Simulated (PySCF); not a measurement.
The numbers are results of PySCF with PBE-D3(BJ)/def2-TZVP // PBE0-D3(BJ)/def2-TZVP, not measurements. Isolated molecules, 0 K electronic values unless said otherwise. Excitations are Tamm–Dancoff values on a coarser integration grid. The basis has no diffuse functions, so Rydberg states are missing or too high.

Reference species (SMILES): `CB(C)F` (neutral, multiplicity 1).

```yaml
brightest of the four lowest singlets (TDA): 7.35 eV
dipole_moment: 1.30 D
```

Changed species: `B(F)(F)C` (1 of 3 F replaced by CH3; the reference has 2 of 3 F replaced by CH3).

Question: Give the shifts of the brightest of the four lowest singlets (TDA) and dipole moment.

Answer: the brightest of the four lowest singlets (TDA) rises by 1.42 eV, to 8.77 eV; the dipole moment goes up by 0.28 D, to 1.58 D.
